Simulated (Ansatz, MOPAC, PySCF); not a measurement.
Dimer: hydrogen isocyanide (SMILES [C-]#[NH+]) (first 3 atoms) with hydrogen isocyanide (SMILES [C-]#[NH+]); geometry from B3LYP-D3(BJ)/def2-TZVP, rigid monomers moved along the line of their centres of mass till H3···C4 is 3.70 Å.
(charge 0, multiplicity 1):
```xyz
6

C     -0.2166     0.3936    -1.1305
N     -0.1158     0.3302     0.0263
H     -0.0279     0.2747     1.0361
C      0.2909     0.0745     4.7128
N      0.3911     0.0122     5.8654
H      0.4775    -0.0415     6.8588
```

Interaction energies are E(AB) − E(A) − E(B) at the monomers' geometry in the complex; basis-set methods are counterpoise corrected. Rows marked so take none.

Rows in 6-31G* carry no dispersion term and start afresh at each structure (6-31G* with six Cartesian d functions). MP2/6-31G* freezes PySCF's default core. The state reached by PM7 isn't checked; PM7 holds dispersion and hydrogen-bond terms.

Programs: Ansatz (Gaussian orbitals); MOPAC for PM7 (differences of heats of formation); PySCF for 6-31G* rows. Values without a source in brackets are computed.

### Question
One of these levels gives -0.79 kcal/mol for the interaction energy. Which?
A) MP2/6-31G* (no counterpoise)
B) HF/6-31G*
C) PM7
D) PBE/def2-TZVPPD

### Answer
C, PM7. The others give -2.02 (HF/6-31G*), -2.35 (PBE/def2-TZVPPD), -2.78 (MP2/6-31G* (no counterpoise))

Ansatz is a quantum-chemistry and plane-wave program.
